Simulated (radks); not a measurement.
The numbers below are computed, except where a source is named.
Initial-state core-level shifts of the lead ion Pb+ when its valence configuration changes from [Hg] 6p1. Level of theory: Dirac Kohn-Sham, PBE, spin-unpolarised, spherical densities, finite nucleus; open shells fill j = l - 1/2 first; Fermi nuclear charge, rms radius 5.5012 fm (a radial shooting solver on a logarithmic mesh with Libxc functionals). Shifts are changes of the shell-averaged eigenvalues in eV (positive: less bound); the change of the density at the nucleus, which sets a Mossbauer isomer shift, is in e/bohr^3, on a base of 2.736e+06.

valence,2s,3s,3p,5s,density at nucleus
[Xe] 4f14 5d8 6s2 6p3,-12.311,-12.157,-12.155,-11.173,+184.0
[Xe] 4f13.5 5d10 6s2 6p1.5,-10.533,-11.647,-11.619,-4.972,+158.5
[Xe] 4f14 5d10 6s1 6p2,-1.332,-1.345,-1.345,-1.342,-248.5
[Xe] 4f14 5d9 6s2 6p2,-5.738,-5.674,-5.673,-5.238,+93.6
[Xe] 4f12.5 5d10 6s2 6p2.5,-32.649,-36.041,-35.955,-15.399,+485.8
[Xe] 4f13.5 5d8.5 6s2 6p3,-20.111,-21.098,-21.068,-13.617,+298.8
[Xe] 4f12 5d10 6s2 6p3,-44.223,-48.778,-48.660,-20.844,+653.2
[Xe] 4f14 5d10 6s1.5 6p1.5,-0.674,-0.680,-0.680,-0.679,-122.6
[Xe] 4f13.5 5d9.5 6s1 6p3,-15.446,-16.534,-16.506,-9.605,-80.6
